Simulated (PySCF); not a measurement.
AlH7O2Si2, SMILES [OH][Al]([OH])[SiH2][SiH3]. Heavy atoms are numbered as in [SiH3:1][SiH2:2][Al:3]([OH:4])[OH:5]. Hydrogens are named by the atom that carries them.

Geometry: B3LYP-D3(BJ)/def2-SVP. The structure was generated by enumeration; whether it is a known compound was not checked. One conformer was computed; it need not be the lowest.

Level of theory: PBE0/pcSseg-1 (PySCF).

GIAO shieldings, no solvent; atoms alike by connectivity are averaged. δ = σ(ref) − σ: ²⁹Si against TMS (σ = 352.7 ppm); ¹⁷O against H2O (σ = 334.2 ppm); ¹H against TMS (σ = 31.56 ppm), references at their B3LYP-D3(BJ)/def2-TZVP geometries, non-relativistic.

```
atoms       nucleus  count  δ (ppm)
----------  -------  -----  -------
Si1 (SiH3)     ²⁹Si      1      [?]
Si2 (SiH2)     ²⁹Si      1   -148.7
O4 (OH)         ¹⁷O      2      [?]
H on Si1         ¹H      3     3.93
H on Si2         ¹H      2     3.13
H on O4          ¹H      2      [?]
```

Problem. Some entries are withheld; supply them. (An estimate is asked for; the answer gives what the named calculation found.)

Solution. 
- O4 (OH), δ (ppm): 52.7
- Si1 (SiH3), δ (ppm): -103.3
- H on O4, δ (ppm): 2.32
